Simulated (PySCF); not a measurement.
Isomers of C8H10Ge, from PySCF 2.14.0, PBE0-D3(BJ)/def2-SVP geometry optimisation, gas phase. One conformer each, no zero-point energy, no frequencies.

**Question.** Which isomer lies lowest at this level?
A. `[CH:1]#[C:2][C:3]1=[C:4]([CH2:5][CH3:6])[CH:7]=[CH:8][GeH2:9]1` with C3–C4–C5–C6 -101°: A = 1581, B = 949.1, C = 629.0 MHz, dipole 1.05 D
B. `[CH:1]#[C:2][Ge@@H:3]1[CH2:4][CH:5]=[CH:6][C@H:7]1[CH:8]=[CH2:9]` with C6–C7–C8–C9 -131°: A = 1583, B = 1026, C = 743.8 MHz, dipole 0.64 D
C. `CC#[C][Ge@H]1[CH]=CC(C)=[CH]1`: A = 2477, B = 614.3, C = 576.4 MHz, dipole 1.00 D

**Answer.** C. That is `CC#[C][Ge@H]1[CH]=CC(C)=[CH]1`, 5.2 kcal/mol below the next.

| SMILES | mapped SMILES | E (Eh) | relative (kcal/mol) | relative (kJ/mol) | dipole (D) |
| --- | --- | --- | --- | --- | --- |
| CC#[C][Ge@H]1[CH]=CC(C)=[CH]1 | [CH3:1][C:2]#[C:3][Ge@H:4]1[CH:5]=[CH:6][C:7]([CH3:8])=[CH:9]1 | -2386.67202 | 0.0 | 0.0 | 1.00 |
| C#C[C]1=C(CC)C=[CH][GeH2]1 | [CH:1]#[C:2][C:3]1=[C:4]([CH2:5][CH3:6])[CH:7]=[CH:8][GeH2:9]1 | -2386.66367 | 5.2 | 21.9 | 1.05 |
| C#[C][Ge@@H]1[CH2]C=C[C@H]1C=C | [CH:1]#[C:2][Ge@@H:3]1[CH2:4][CH:5]=[CH:6][C@H:7]1[CH:8]=[CH2:9] | -2386.65562 | 10.3 | 43.1 | 0.64 |
